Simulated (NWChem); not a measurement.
Species: C2H6OSi2; SMILES C#C[Si@H](O)[SiH3]

```xyz
11

C      1.0840     2.6348     0.2393
C      0.4510     1.6342    -0.0364
Si    -0.4778     0.1038    -0.4389
O     -1.8987     0.0096     0.4370
Si     0.7884    -1.7849     0.1257
H      1.6396     3.5147     0.4795
H     -0.7493     0.1528    -1.9053
H     -2.4903     0.7739     0.3748
H      1.1198    -1.7890     1.5765
H      2.0604    -1.7706    -0.6499
H      0.0519    -3.0363    -0.2048
```
Atoms are numbered in this order, from 1.

Computed with NWChem. The geometry was optimised at B3LYP/6-31G* (spherical d). Level r2SCAN/def2-SVP: energy and gradient on several grids; changes count from the extra-fine grid, which is no exact limit either.

Which is the coarsest grid (coarse; medium; fine; xfine; xcoarse) from which on the energy stays within 500 μHa and each gradient component within 500 μHa/bohr of xfine?

medium.
| grid | size of the energy change (μHa) | largest change of a gradient component (μHa/bohr) | time, medium = 1 (rough) |
|---|---|---|---|
| xcoarse | 4000 | 6000 | about 1 |
| coarse | 1000 | 300 | about 1 |
| medium | 10 | 200 | about 1 |
| fine | 30 | 90 | about 1 |
| xfine | < 10 | < 30 | 3 |
